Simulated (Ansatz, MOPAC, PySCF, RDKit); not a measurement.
Noncovalent pair: HCl (SMILES Cl) (first 2 atoms) with H2 (SMILES [H][H]); geometry from B3LYP-D3(BJ)/def2-TZVP.
(charge 0, multiplicity 1):
```xyz
4

Cl    -0.118    -0.588    -0.721
H     -0.074    -0.402     0.547
H     -0.353     0.027     2.801
H      0.366    -0.170     2.804
```

Counterpoise-corrected where a basis set is named; no monomer relaxation. RDKit's UFF carries no charges.

The state that PM3 reach isn't checked.

Programs: Ansatz (Gaussian basis) for Hartree–Fock, density functionals and correlated methods; MOPAC for PM3 (differences of heats of formation); PySCF for the dispersion terms; RDKit for the force fields. Each number belongs to the level named beside it.

### Question
One of these levels gives -1.26 kcal/mol for the interaction energy. Which one is it?
(A) PBE-D4/def2-TZVPPD
(B) UFF
(C) HF/aug-cc-pV(T+d)Z
(D) PM3

### Answer
D, PM3. The others give 0.42 (UFF), 0.10 (HF/aug-cc-pV(T+d)Z), -0.88 (PBE-D4/def2-TZVPPD)

Ansatz is an electronic-structure program.
